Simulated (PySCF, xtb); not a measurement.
C2H6BrNZn, SMILES C[N](C)[Zn][Br].

GFN2-xTB (xtb 6.7.1) at its own geometry gives an orbital gap of 2.15 eV and a dipole moment of 6.30 D.

Geometry optimised at B3LYP-D3(BJ)/def2-SVP. The structure was generated by enumeration; whether it is a known compound was not checked. One conformer was computed; it need not be the lowest.

### Question
What does B3LYP/def2-TZVP run with PySCF give? (An estimate is asked for; the answer gives what the named calculation found.)

### Answer
gap 4.57 eV (levels -5.90 and -1.33 eV), dipole 1.91 D.
